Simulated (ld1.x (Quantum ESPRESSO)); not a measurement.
Pseudopotential generation for Al: RRKJ, LDA (PZ), scalar-relativistic.

The input file (ld1.x (Quantum ESPRESSO) 7.5):

```
&input
   title='Al', zed=13., rel=1, dft='PZ', iswitch=3,
   config='[Ne] 3s1 3p0 3d-2',
   nld=3, rlderiv=2.25, eminld=-4.0, emaxld=5.0, deld=0.02
 /
 &inputp
   pseudotype=2, tm=.false., lloc=0,
   nlcc=.false.,
   file_pseudopw='Al.UPF', file_wfcaegen='ae.wfc', file_wfcncgen='nc.wfc', file_beta='beta', file_chi='chi'
 /
3
3P  2  1   0.00   0.00  1.85  1.85  0.0
3D  3  2  -2.00   0.35  2.05  2.05  0.0
3S  1  0   1.00   0.00  1.95  1.95  0.0
 &test
   configts(1)='3s1 3p0'
 /
```

Command:

```bash
ld1.x < Al.in > Al.out
```

Resulting log (shortened: banner, matrices, multipoles, cross overlaps and the repeated all-electron block are left out):

```
Program LD1 v.7.5
     --------------------------- All-electron run ----------------------------

     Al
     scalar relativistic calculation

     atomic number is 13.00
     dft =PZ   lsd =0 sic =0 latt =0  beta=0.20 tr2=1.0E-14
     Exchange-correlation= PZ
                           (   1   1   0   0   0   0   0)
     mesh =1135 r(mesh) = 100.48924 a.u. xmin = -7.00 dx = 0.01250
     1 Ry =  13.60569312 eV, c = 137.03599908

     n l     nl                  e(Ry)          e(Ha)          e(eV)
     1 0     1S 1( 2.00)      -112.1214       -56.0607     -1525.4893
     2 0     2S 1( 2.00)        -9.4185        -4.7092      -128.1447
     2 1     2P 1( 6.00)        -6.6421        -3.3210       -90.3698
     3 0     3S 1( 1.00)        -1.7592        -0.8796       -23.9358
     3 1     3P 1( 0.00)        -1.2783        -0.6392       -17.3928

     final scf error:  6.5E-15 reached in  28 iterations

     Etot =    -481.673544 Ry,    -240.836772 Ha,   -6553.502421 eV

     Ekin =     482.113683 Ry,     241.056842 Ha,    6559.490822 eV
     Encl =   -1137.684310 Ry,    -568.842155 Ha,  -15478.983587 eV
     Eh   =     207.920149 Ry,     103.960074 Ha,    2828.897735 eV
     Exc  =     -34.023066 Ry,     -17.011533 Ha,    -462.907392 eV

     normalization and overlap integrals

     s(1S/1S) =  1.000000  <r> =   0.1206  <r2> =    0.0196  r(max) =   0.0789
     s(2S/2S) =  1.000000  <r> =   0.6276  <r2> =    0.4722  r(max) =   0.4954
     s(2P/2P) =  1.000000  <r> =   0.6016  <r2> =    0.4597  r(max) =   0.4264
     s(3S/3S) =  1.000000  <r> =   2.1957  <r2> =    5.5222  r(max) =   1.9109
     s(3P/3P) =  1.000000  <r> =   2.5347  <r2> =    7.4196  r(max) =   2.1925

     ------------------------ End of All-electron run ------------------------

     --------------------- Generating NC pseudopotential ---------------------

      Generating local pot.: lloc=0, matching radius rcloc =   1.9500

      Wfc   3P  rcut= 1.841  Estimated cut-off energy=       50.55 Ry
      This function has    0 nodes for 0 < r <    1.841

      Wfc   3D  rcut= 2.034  Estimated cut-off energy=       56.63 Ry
      This function has    0 nodes for 0 < r <    2.034

     ------------------- End of pseudopotential generation -------------------

     Computing logarithmic derivative in   2.26216
     Computing logarithmic derivative in   2.26216
     Computing the partial wave expansion
       no projector for channel:   0
     R is outside the sphere for l=    1 j= 0.00
     R is outside the sphere for l=    2 j= 0.00

     ---------------------- Testing the pseudopotential ----------------------

     Al
     scalar relativistic calculation

     atomic number is 13.00   valence charge is  3.00
     dft =PZ   lsd =0 sic =0 latt =0  beta=0.20 tr2=1.0E-14
     mesh =1135 r(mesh) = 100.48924 xmin = -7.00 dx = 0.01250

     n l     nl             e AE (Ry)        e PS (Ry)    De AE-PS (Ry)
     1 0     3S   1( 1.00)       -1.75925       -1.75925        0.00000
     2 1     3P   1( 0.00)       -1.27835       -1.27835        0.00000

     eps = 4.6E-16  iter =  7

     Etot =    -481.673544 Ry,    -240.836772 Ha,   -6553.502421 eV
     Etotps =    -2.060948 Ry,      -1.030474 Ha,     -28.040625 eV

     Ekin =       0.509227 Ry,       0.254613 Ha,       6.928380 eV
     Encl =      -2.624742 Ry,      -1.312371 Ha,     -35.711434 eV
     Ehrt =       0.408003 Ry,       0.204002 Ha,       5.551170 eV
     Ecxc =      -0.353436 Ry,      -0.176718 Ha,      -4.808741 eV

     ---------------------- End of pseudopotential test ----------------------
```

Generation and configuration tests took about 0.83 s on one core of a shared server CPU.
